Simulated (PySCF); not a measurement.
Species: C3H6ClFSi.
Cartesian coordinates in Å at the PBE0-D3(BJ)/def2-SVP level; atoms count from 1:
```xyz
12
C3H6ClFSi angstrom
C      2.263    0.529   -0.089
C      0.974    0.724   -0.362
F      0.512    1.981   -0.537
Si    -0.368   -0.592   -0.531
C     -1.724   -0.217    0.730
Cl    -3.052   -1.406    0.560
H      2.641   -0.484    0.059
H      2.961    1.367   -0.010
H     -0.957   -0.542   -1.899
H      0.242   -1.924   -0.264
H     -2.139    0.790    0.575
H     -1.344   -0.273    1.760
```

Jobs on this species (12 atoms, 64 electrons) with PySCF (density fitting). Hardware of each: one thread, Arm Neoverse V1 (aarch64), on a shared host. Times come from a shared host and carry two figures at best. Peak memory is the resident size of the whole Python process, interpreter and libraries included.

```json
{"level and settings": "delta-SCF UKS PBE0, pcX-2 on the ionised atom, pcseg-1 elsewhere, spin-free X2C", "work": "ΔSCF core ionisation, 8 holes", "basis functions": "164", "SCF cycles": "?", "wall time": "?", "peak memory": "?"}
{"level and settings": "PBE0-D3(BJ)/def2-SVP, grid level 1", "work": "geometry optimisation from a GFN2-xTB start shaken at random", "basis functions": "122", "SCF cycles": "?", "wall time": "?", "peak memory": "?"}
{"level and settings": "delta-SCF UKS SCAN, def2-TZVP on the ionised atom, pcseg-1 elsewhere, spin-free X2C", "work": "ΔSCF core ionisation, 8 holes", "basis functions": "141", "SCF cycles": "?", "wall time": "?", "peak memory": "?"}
{"level and settings": "delta-SCF UKS SCAN, pcX-2 on the ionised atom, pcseg-1 elsewhere, spin-free X2C", "work": "ΔSCF core ionisation, 8 holes", "basis functions": "164", "SCF cycles": "138", "wall time": "47 s", "peak memory": "0.52 GiB"}
{"level and settings": "delta-SCF UKS SCAN, pcX-2 on the ionised atom, pcseg-1 elsewhere, non-relativistic", "work": "ΔSCF core ionisation, 8 holes", "basis functions": "164", "SCF cycles": "137", "wall time": "47 s", "peak memory": "0.60 GiB"}
{"level and settings": "delta-SCF UKS SCAN, pcX-1 on the ionised atom, pcseg-1 elsewhere, spin-free X2C", "work": "ΔSCF core ionisation, 8 holes", "basis functions": "144", "SCF cycles": "137", "wall time": "40 s", "peak memory": "0.53 GiB"}
{"level and settings": "delta-SCF UKS PBE, pcX-2 on the ionised atom, pcseg-1 elsewhere, spin-free X2C", "work": "ΔSCF core ionisation, 8 holes", "basis functions": "164", "SCF cycles": "134", "wall time": "30 s", "peak memory": "0.54 GiB"}
{"level and settings": "delta-SCF UKS HF, pcX-2 on the ionised atom, pcseg-1 elsewhere, spin-free X2C", "work": "ΔSCF core ionisation, 8 holes", "basis functions": "164", "SCF cycles": "123", "wall time": "43 s", "peak memory": "0.73 GiB"}
{"level and settings": "delta-SCF UKS B3LYP, pcX-2 on the ionised atom, pcseg-1 elsewhere, spin-free X2C", "work": "ΔSCF core ionisation, 8 holes", "basis functions": "164", "SCF cycles": "121", "wall time": "63 s", "peak memory": "0.68 GiB"}
```

**Question.** Fill in the missing figures.

**Answer.** 
- delta-SCF UKS PBE0, pcX-2 on the ionised atom, pcseg-1 elsewhere, spin-free X2C; ΔSCF core ionisation, 8 holes: 61 s, 0.65 GiB, 119 SCF cycles
- PBE0-D3(BJ)/def2-SVP, grid level 1; geometry optimisation from a GFN2-xTB start shaken at random: 54 s, 0.50 GiB, 66 SCF cycles
- delta-SCF UKS SCAN, def2-TZVP on the ionised atom, pcseg-1 elsewhere, spin-free X2C; ΔSCF core ionisation, 8 holes: 45 s, 0.53 GiB, 135 SCF cycles

**Question.** What do all jobs in the table cost together?

**Answer.** About 7.2 min; the longest takes about 15 % of that, and about 2.1 times as long as the shortest.
